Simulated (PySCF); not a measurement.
Compound: CH4BCl2 (charge -1).
SMILES: `C[BH-](Cl)Cl`

Jobs on this species (8 atoms, 50 electrons) with PySCF (density fitting). Hardware of each: an x86-64 server with one thread (shared host). Other jobs ran on the host; a repeat could differ by tens of per cent or more.

Question: Rank these jobs by wall time, shortest first.
A. PBE0/pcSseg-1; shieldings, charges and field gradients; 102 basis functions
B. KT2/pcSseg-2; shieldings; 214 basis functions
C. wB97X-D/def2-SVPD; 10 singlets by full TDDFT, 4 Tamm–Dancoff triplets, polarisability, ΔSCF ions; 126 basis functions

Answer: A (8.5 s), B (25 s), C (44 s).

All jobs:

| level and settings | work | basis functions | SCF cycles | wall time |
| --- | --- | --- | --- | --- |
| PBE0/pcSseg-1 | shieldings, charges and field gradients | 102 | 12 | 8.5 s |
| PBE0-D3(BJ)/def2-SVP, grid level 1 | geometry optimisation from a GFN2-xTB start | 84 | 25 | 12 s |
| delta-SCF UKS SCAN, pcX-2 on the ionised atom, pcseg-1 elsewhere, spin-free X2C | ΔSCF core ionisation, 4 holes | 126 | 57 | 21 s |
| KT2/pcSseg-2 | shieldings | 214 | 14 | 25 s |
| wB97X-D/def2-SVPD | 10 singlets by full TDDFT, 4 Tamm–Dancoff triplets, polarisability, ΔSCF ions | 126 | 12 | 44 s |

Q: What do all jobs in the table cost together?

A: About 1.8 min; the longest takes about 40 % of that, and about 5.2 times as long as the shortest.
